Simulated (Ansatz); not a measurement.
Ansatz (a quantum-chemistry and plane-wave program) input:

Ansatz 0.2 input:
```yaml
crystal:
  periodic: [false, false, false]
  atoms:
    - {symbol: Si, position_ang: [-0.00000000, -0.00000000, -1.16885582]}
    - {symbol: S, position_ang: [0.00000000, 0.00000000, 1.02274885]}
basis:
  gaussian:
    orbitals: def2-TZVP
hamiltonian:
  xc: b3lyp
  dispersion: d3bj
magnetization: {spin_polarized: true, initial_magnetization: 2}
phonons: {temperatures: {t_min: 298.15, t_max: 298.15, t_step: 100}}
```

Question: What final total energy does it print?

Answer: -687.64515 Eh (B3LYP-D3(BJ)/def2-TZVP). The basis has 74 functions.

This is an excited triplet: at this geometry the singlet lies 2.49 eV lower at CCSD(T)/CBS(aug-cc-pV(T+d)Z,aug-cc-pV(Q+d)Z).
